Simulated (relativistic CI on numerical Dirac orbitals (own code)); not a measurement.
**What each ingredient does to the levels of Co XVIII**

Base calculation: Dirac-Coulomb-Breit CI, orbitals from a KLI potential per configuration, model QED, unscaled Slater integrals.

CI space (outside the closed core 1s2): 2s2 2p6, 2s2 2p5 3s, 2s2 2p5 3p, 2s2 2p5 3d, 2s 2p6 3s, 2s 2p6 3p, 2s 2p6 3d, 2s2 2p5 4s, 2s2 2p5 4p, 2s2 2p5 4d, 2s2 2p5 4f, 2s2 2p5 5s, 2s2 2p4 3s2, 2s 2p6 4s, 2s2 2p5 5p, 2s2 2p5 5d, 2s 2p6 4p, 2s2 2p5 5f, 2s2 2p5 5g, 2s2 2p4 3s 3p, 2s 2p6 4d, 2s 2p6 4f, 2s2 2p4 3p2, 2s2 2p4 3s 3d, 2s2 2p4 3p 3d, 2s 2p5 3s2, 2s 2p5 3s 3p, 2s 2p6 5s, 2s2 2p4 3d2, 2s 2p6 5p, 2s 2p6 5d, 2s 2p6 5f, 2s 2p6 5g, 2s 2p5 3p2, 2s 2p5 3s 3d, 2s 2p5 3p 3d. Levels of other configurations are missing.

Variants: (1) valence Slater integrals scaled by 0.9; (2) Breit term removed; (3) only the first 3 configurations. Shifts of the energy above 2s2 2p6 1S_0, in eV, for the lowest level and the first level of each name with at least 55 % of one term (blank where a level changes its place among those of its configuration and J or its character, or is not in the variant):

| Level | Base | Δ(1) | Δ(2) | Δ(3) |
| --- | --- | --- | --- | --- |
| 2s2 2p6 1S_0 | 0.000 | 0.000 | 0.000 | 0.000 |
| 2s2 2p5 3s 3P°_2 | 800.254 | +0.111 | +0.601 | +0.138 |
| 2s2 2p5 3s 1P°_1 | 802.319 | -0.081 | +0.592 | +0.205 |
| 2s2 2p5 3s 3P°_0 | 815.268 | +0.119 | +0.954 | +0.171 |
| 2s2 2p5 3s 3P°_1 | 816.528 | -0.030 | +0.980 | +0.228 |
| 2s2 2p5 3p 3S_1 | 832.548 | +0.637 | +0.533 | +0.876 |
| 2s2 2p5 3p 3D_2 | 836.152 | +0.051 | +0.518 | -0.012 |
| 2s2 2p5 3p 3D_3 | 838.252 | +0.168 | +0.624 | -0.025 |
| 2s2 2p5 3p 3P_2 | 841.402 | -0.154 | +0.568 | -0.087 |
| 2s2 2p5 3p 3P_0 | 847.798 | -0.349 | +0.656 | -0.058 |
| 2s2 2p5 3p 3D_1 | 850.548 | +0.084 | +0.903 | -0.009 |
| 2s2 2p5 3p 3P_1 | 854.342 | +0.012 | +0.917 | +0.115 |
| 2s2 2p5 3p 1S_0 | 869.437 | -2.331 | +0.710 | +1.314 |
| 2s2 2p5 3d 3P°_0 | 881.681 | +0.439 | +0.547 |  |

At this charge energies of transitions that change n are usually good to better than 1 %, and those within a shell (Δn = 0) to a few per cent.

Ionisation energy from the two ground configurations alone: base 1395.96 eV; Breit term removed 1396.72 eV. The NIST ASD value (measured) is 1397.2 eV.

LS names give the leading component of a level, which can be under half, so a name can repeat, a term be missing and a line seem to break the LS rules.
